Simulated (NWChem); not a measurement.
Species: InH₂Cl; SMILES [Cl][InH2]

Results from NWChem. All runs use the structure optimised with PBE0/def2-SVP. def2 effective core potentials on In; no spin-orbit coupling.

Question: What does the run give for B3PW91/def2-SVP? Quantities: highest occupied level (eV); orbital gap (eV); dipole (D).

Answer: 
```json
{
 "highest occupied level (eV)": "-7.79",
 "orbital gap (eV)": "5.77",
 "dipole (D)": "2.78"
}
```
